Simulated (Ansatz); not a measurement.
`C[CH2][AlH][SH]` + `B[Se]C` → `B[Se][CH2][AlH][SH]` + `CC`  (formal exchange of groups at the Al–C bond)

Program: Ansatz. Geometries: PBE0-D4/def2-TZVP. ΔE: electronic, gas phase. CCSD(T)/CBS is the MP2 limit (def2-TZVPP, def2-QZVPP) plus CCSD(T) − MP2 in def2-TZVPP, frozen cores. This one scheme is used for every species. DFT in def2-TZVPP. For Se outer-core shells are correlated without core-valence functions, which leaves a few kJ/mol of doubt a bond. Scalar relativity is left out up to krypton. Each species was taken in one conformer, which may not be the lowest.

`C[CH2][AlH][SH]`:

Cartesian coordinates in Å:
```
C 0.542 -0.002 1.245
C 0.106 0.929 0.117
Al -0.636 0.094 -1.490
S -0.836 -2.080 -1.622
H 1.322 -0.696 0.917
H 0.943 0.549 2.101
H -0.290 -0.607 1.615
H -0.644 1.644 0.481
H 0.946 1.557 -0.208
H -1.127 0.902 -2.761
H -0.325 -2.290 -0.396
```

`B[Se]C`:

```xyz
8

B     1.256    1.100    0.042
Se    0.894   -0.693    0.492
C    -0.977   -0.891   -0.022
H     0.406    1.788   -0.435
H     2.362    1.486    0.262
H    -1.334    0.055   -0.423
H    -1.554   -1.171    0.858
H    -1.053   -1.674   -0.774
```

`B[Se][CH2][AlH][SH]`:

```xyz
11

B    -1.345   -1.195   -0.453
Se   -0.543   -0.217   -1.840
C     1.095    0.359   -0.928
Al    0.701    0.074    0.980
S    -0.490    1.613    1.999
H    -2.395   -1.732   -0.594
H    -0.783   -1.328    0.616
H     1.920   -0.225   -1.338
H     1.249    1.405   -1.197
H     1.454   -0.968    1.899
H    -0.861    2.214    0.856
```

`CC`:

Z-matrix (Å, degrees):
```
C
C 1 1.519
H 1 1.093 2 111.4
H 1 1.093 2 111.4 3 120.0
H 1 1.093 2 111.4 3 -120.0
H 2 1.093 1 111.4 3 180.0
H 2 1.093 1 111.4 3 -60.0
H 2 1.093 1 111.4 3 60.0
```

```
              species  PBE-D4 energy (Eh)
    `C[CH2][AlH][SH]`          -720.71552
             `B[Se]C`         -2467.08236
`B[Se][CH2][AlH][SH]`         -3108.07390
                 `CC`           -79.73541
```

Work out ΔE.

ΔE = (-3108.07390) + (-79.73541) − (-720.71552) − (-2467.08236) = -0.01143 Eh = -30.0 kJ/mol. CCSD(T)/CBS gives -30.4 kJ/mol.

Largest T1 diagnostic among the species: 0.014.

The D4 term adds −8.1 kJ/mol with B3LYP and −4.4 kJ/mol with PBE0; it sums over pairs of atoms, weighted by their polarisabilities, and B3LYP, whose exchange is more repulsive, gets the larger term. In def2-TZVPP, CCSD(T) changes the Hartree–Fock value by −17.3 kJ/mol (the triples alone add −3.3 kJ/mol) and MP2 by −18.8 kJ/mol.

B3LYP here is the variant with VWN-RPA as its local correlation; programs differ in this.
